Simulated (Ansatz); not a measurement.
`[F][Sn]([F])[Br]` radical at its PBE0-D4/def2-TZVP geometry, where that method's forces vanish. Total charge 0; spin multiplicity 2. Sn: def2 effective core potential.

```json
{"atom": "F1", "x (Å)": "-0.675", "y (Å)": "1.248", "z (Å)": "1.155"}
{"atom": "Sn2", "x (Å)": "-0.020", "y (Å)": "-0.405", "z (Å)": "0.449"}
{"atom": "F3", "x (Å)": "-1.381", "y (Å)": "-0.890", "z (Å)": "-0.804"}
{"atom": "Br4", "x (Å)": "2.076", "y (Å)": "0.048", "z (Å)": "-0.800"}
```

For each bond, give half the difference of the two atoms' forces along it (eV/Å; positive pushes the atoms apart) under PBE-D4, r2SCAN-D4, B3LYP-D4, ωB97M-V in def2-TZVPP. (Estimate.)

Ansatz gave: 
```
   bond  length (Å)  PBE-D4  r2SCAN-D4  B3LYP-D4  ωB97M-V
 F1–Sn2       1.913    0.59       0.11      0.32     0.01
 Sn2–F3       1.913    0.59       0.11      0.32     0.01
Sn2–Br4       2.481    0.18       0.05      0.25    -0.11
```

B3LYP here is the variant with VWN-RPA as its local correlation; programs differ in this.
